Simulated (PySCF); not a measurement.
# Working out the excitation energy of Ru

Ru [Kr] 4d7 5s1 (5F) → Ru [Kr] 4d6 5s1 5p1 (high-spin determinant). Computed with PySCF 2.14 in def2-TZVPPD with the def2 core potential (28 electrons) (6s4p3d2f1g, 56 functions), with a scalar-relativistic core potential. Frozen: 4s2 4p6. Energies in hartree (1 hartree = 27.21139 eV):

```csv
part,Ru (lower),Ru (upper)
UHF,-94.123420,-94.060624
CCSD correlation,-0.184122,-0.142238
(T),-0.006554,-0.004182
```

Question: What does Hartree-Fock give?

Answer: (-94.060624) − (-94.123420) = 0.062796 hartree = 1.709 eV.

Question: What do CCSD and CCSD(T) give?

Answer: The CCSD correlation energies differ by 0.041884 hartree = 1.140 eV and the triples by 0.002372 hartree = 0.065 eV, so CCSD gives 2.849 eV and CCSD(T) 2.914 eV.

One determinant mixes LS terms, so it does not stand for a single term.
